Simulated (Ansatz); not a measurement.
Ansatz (an electronic-structure program) input (PBE/def2-TZVPD):

Ansatz 0.2 input:
```yaml
crystal:
  periodic: [false, false, false]
  atoms:
    - {symbol: Cl, position_ang: [-0.00000000, -0.00000000, -1.61347186]}
    - {symbol: B, position_ang: [0.00000000, 0.00000000, 0.00000000]}
    - {symbol: Cl, position_ang: [0.00000000, 0.00000000, 1.61347186]}
basis:
  gaussian:
    orbitals: def2-TZVPD
hamiltonian:
  xc: {name: PBE}
total_charge: 1
output: {forces: true}
```

End of the output:

```
integrals: 0.05 GiB planned
725 factors; their error is unknown
mean field: 0.34 GiB planned
mean field evaluation 1: about -25700.7248 eV, gradient 3.7e1 eV
mean field evaluation 2: about -25697.6431 eV, gradient 5.0e1 eV
mean field evaluation 4: about -25704.0611 eV, gradient 9.9e-1 eV
mean field evaluation 8: about -25704.0556 eV, gradient 1.3e-2 eV
mean field -25704.05561254 eV, -944.6066209261 hartree, gradient 3.1e-6 eV, S^2 0.000000; 0 other end points of the search recorded, 0 dependent functions left out
the calculation of the forces begins
reference -25704.05565914 eV, -944.6066226385 hartree; 19, 19 occupied and 110, 110 virtual orbitals, 725 factors
Total energy: -25704.05565914 eV, -944.6066226385 hartree
Atom 0 at    -0.000000    -0.000000    -1.613472 Å, force    -0.000000    -0.000000    -0.248417 eV/Å
Atom 1 at     0.000000     0.000000     0.000000 Å, force     0.000000     0.000000    -0.000000 eV/Å
Atom 2 at     0.000000     0.000000     1.613472 Å, force    -0.000000    -0.000000     0.248417 eV/Å
Dipole moment:     0.000000     0.000000    -0.000000 e Å
```
